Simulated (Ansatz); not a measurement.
Mulliken charges of CH6OSi2, SMILES `O=C[SiH2][SiH3]` from ωB97M-V/def2-TZVPP in Ansatz (PBE0-D4/def2-TZVP geometry).

```tsv
atom	x (Å)	y (Å)	z (Å)	charge (e)
O1	-1.216	-0.267	-2.412	-0.248
C2	-1.210	0.370	-1.390	0.036
Si3	0.403	0.744	-0.403	0.144
Si4	0.587	-0.852	1.302	0.037
H5	-2.176	0.743	-0.969	0.080
H6	0.278	2.102	0.197	-0.016
H7	1.558	0.690	-1.333	-0.005
H8	1.777	-0.566	2.146	-0.012
H9	0.716	-2.208	0.710	-0.003
H10	-0.632	-0.807	2.154	-0.013
```

By hand: the dipole of these point charges (1 e Å = 4.8032 D).

Σ q r = (0.136, 0.201, 0.408) e Å, of length 0.475 e Å = 2.28 D.

How does the dipole of the full density compare? (An estimate is asked.)

Ansatz gave: (0.072, 0.206, 0.416) e Å, 2.26 D; the point charges give 1.01 times that, at 8° from its direction.

Point charges leave out the atoms' own dipoles, such as those of lone pairs, and Mulliken's split depends on the basis, so the close match here is no proof of good charges.
